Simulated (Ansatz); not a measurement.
`C[O][GeH2][C]#N` + HI → `C[O][GeH2][I]` + `C#N` at 400 K and 1 bar (ligand exchange at a Ge–C bond).

Gas-phase electronic energies from Ansatz, PBE0-D4/def2-TZVP geometries. CCSD(T)/CBS is the MP2 limit (def2-TZVPP, def2-QZVPP) plus CCSD(T) − MP2 in def2-TZVPP, frozen cores. This one scheme is used for every species. def2 core potentials past Kr. For Ge, I outer-core shells are correlated without core-valence functions, which leaves a few kJ/mol of doubt a bond. Scalar relativity is left out up to krypton. One conformer a species, not always the lowest.

```json
{"species": "`C[O][GeH2][C]#N`", "CCSD(T)/CBS energy (Eh)": "-2285.08390", "H − E (kJ/mol)": "206.7", "S (J/(mol·K))": "394.0"}
{"species": "HI", "CCSD(T)/CBS energy (Eh)": "-298.03592", "H − E (kJ/mol)": "25.7", "S (J/(mol·K))": "215.0"}
{"species": "`C[O][GeH2][I]`", "CCSD(T)/CBS energy (Eh)": "-2489.82326", "H − E (kJ/mol)": "183.8", "S (J/(mol·K))": "401.8"}
{"species": "`C#N`", "CCSD(T)/CBS energy (Eh)": "-93.32098", "H − E (kJ/mol)": "56.1", "S (J/(mol·K))": "211.9"}
```

H − E and S are ideal-gas, rigid-rotor, harmonic terms from PBE0-D4/def2-TZVP, for one conformer and one mirror image of each species. 1 Eh = 2625.50 kJ/mol, R = 8.31446 J/(mol·K).

**Question.** By hand: ΔE, ΔH, ΔS and ΔG.

**Answer.** ΔE = (-2489.82326) + (-93.32098) − (-2285.08390) − (-298.03592) = -0.02442 Eh = -64.1 kJ/mol. Δ(H − E) = 183.8 + 56.1 − 206.7 − 25.7 = 7.5, so ΔH = -56.6 kJ/mol. ΔS = 401.8 + 211.9 − 394.0 − 215.0 = 4.7 J/(mol·K). ΔG = -56.6 − 400 × (4.7)/1000 = -58.5 kJ/mol.

**Question.** By hand: the equilibrium constant, and the temperature at which ΔG would vanish if ΔH and ΔS stayed fixed.

**Answer.** log₁₀ K = −ΔG/(RT ln 10) = 7.6. ΔH and −TΔS have one sign here, so there is no such temperature. One of them is within its doubt of zero, so this could turn.

The number of gas molecules stays the same, so ΔS is small and ΔH decides. A doubt of 5 kJ/mol in ΔE shifts log₁₀ K by 0.7 here. Other conformers and mirror images would add mixing entropy, several J/(mol·K) or more a flexible species. Modes under 60 cm⁻¹, often nearly free rotors, make the harmonic entropy too high. These are equilibria of isolated gas molecules and say nothing of rates. Largest T1 diagnostic: 0.014 (customary marks: 0.02 for closed shells, 0.045 for open ones).
